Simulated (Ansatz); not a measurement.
C₁₄H₈S₂⁺, that is BTBT with one electron fewer. The state is a doublet with charge 1. Geometry PBE-D4/def2-SVP, that of the neutral singlet; atoms count from 1.

```
atom   x (Å)   y (Å)   z (Å)
  C1   2.590   3.500   1.078
  C2   3.432   2.414   0.748
  C3   2.893   1.182   0.369
  C4   1.491   1.022   0.317
  C5   0.652   2.132   0.654
  C6   1.197   3.369   1.034
  S7  -1.066   1.749   0.532
  C8  -0.687   0.114   0.033
  C9  -1.491  -1.022  -0.317
 C10  -2.893  -1.182  -0.370
 C11  -3.432  -2.414  -0.748
 C12  -2.590  -3.500  -1.078
 C13  -1.197  -3.369  -1.034
 C14  -0.652  -2.132  -0.654
 S15   1.066  -1.749  -0.533
 C16   0.687  -0.113  -0.033
 H17   3.031   4.463   1.374
 H18   4.524   2.541   0.790
 H19   3.549   0.336   0.112
 H20   0.543   4.215   1.291
 H21  -3.549  -0.336  -0.113
 H22  -4.524  -2.541  -0.789
 H23  -3.031  -4.463  -1.374
 H24  -0.543  -4.215  -1.291
```

(1) Estimate the Mulliken populations from the PBE0/def2-SVP orbitals of Ansatz.

(2) Where does the spin sit?

(3) And the Mayer bond orders between heavy atoms (over 0.3)?

## Answers

(1) 
```json
{"atom": "C1", "charge (e)": "0.01", "spin (α − β)": "0.14"}
{"atom": "C2", "charge (e)": "-0.01", "spin (α − β)": "-0.08"}
{"atom": "C3", "charge (e)": "0.02", "spin (α − β)": "0.18"}
{"atom": "C4", "charge (e)": "0.01", "spin (α − β)": "-0.09"}
{"atom": "C5", "charge (e)": "-0.10", "spin (α − β)": "0.03"}
{"atom": "C6", "charge (e)": "0.01", "spin (α − β)": "0.02"}
{"atom": "S7", "charge (e)": "0.31", "spin (α − β)": "0.11"}
{"atom": "C8", "charge (e)": "-0.04", "spin (α − β)": "0.20"}
{"atom": "C9", "charge (e)": "0.01", "spin (α − β)": "-0.09"}
{"atom": "C10", "charge (e)": "0.02", "spin (α − β)": "0.18"}
{"atom": "C11", "charge (e)": "-0.01", "spin (α − β)": "-0.08"}
{"atom": "C12", "charge (e)": "0.01", "spin (α − β)": "0.14"}
{"atom": "C13", "charge (e)": "0.01", "spin (α − β)": "0.02"}
{"atom": "C14", "charge (e)": "-0.10", "spin (α − β)": "0.03"}
{"atom": "S15", "charge (e)": "0.31", "spin (α − β)": "0.11"}
{"atom": "C16", "charge (e)": "-0.04", "spin (α − β)": "0.20"}
{"atom": "H17", "charge (e)": "0.09", "spin (α − β)": "-0.01"}
{"atom": "H18", "charge (e)": "0.08", "spin (α − β)": "0.00"}
{"atom": "H19", "charge (e)": "0.06", "spin (α − β)": "-0.01"}
{"atom": "H20", "charge (e)": "0.07", "spin (α − β)": "0.00"}
{"atom": "H21", "charge (e)": "0.06", "spin (α − β)": "-0.01"}
{"atom": "H22", "charge (e)": "0.08", "spin (α − β)": "0.00"}
{"atom": "H23", "charge (e)": "0.09", "spin (α − β)": "-0.01"}
{"atom": "H24", "charge (e)": "0.07", "spin (α − β)": "0.00"}
```
Mulliken values depend strongly on the basis.

(2) Summed by element: C 0.80, S 0.23, H -0.03, of 1 unpaired in all. Largest on single atoms: C8 0.20, C16 0.20, C10 0.18.

(3) C1–C2 1.37 (1.41 Å); C1–C6 1.36 (1.40 Å); C2–C3 1.41 (1.40 Å); C3–C4 1.30 (1.41 Å); C4–C5 1.29 (1.43 Å); C4–C16 1.26 (1.43 Å); C5–C6 1.44 (1.40 Å); C5–S7 1.01 (1.76 Å); S7–C8 1.19 (1.75 Å); C8–C9 1.26 (1.43 Å); C8–C16 1.33 (1.39 Å); C9–C10 1.30 (1.41 Å); C9–C14 1.29 (1.43 Å); C10–C11 1.41 (1.40 Å); C11–C12 1.37 (1.41 Å); C12–C13 1.36 (1.40 Å); C13–C14 1.44 (1.40 Å); C14–S15 1.01 (1.76 Å); S15–C16 1.19 (1.75 Å).
